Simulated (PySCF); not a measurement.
**B²⁺: excitation energy**

B²⁺ [He] 2s1 (2S) → B²⁺ [He] 2p1 (2P), as a difference of total energies. Computed with PySCF 2.14 in aug-cc-pwCVDZ (5s4p2d, 27 functions), with no relativity, point nucleus. Correlated levels: valence and next inner shell: nothing frozen. The calculations carry no spin-orbit coupling.

```
                                method  excitation energy (cm⁻¹)
                                   UHF                     49635
                                   LDA                     44252
                                   PBE                     43839
                                  PBE0                     45305
                                r2SCAN                     44418
                                M06-2X                     47237
                                 HSE06                     45107
                             BHandHLYP                     46573
                                PBEsol                     44009
    MP2 (valence and next inner shell)                     49531
SCS-MP2 (valence and next inner shell)                     49607
```
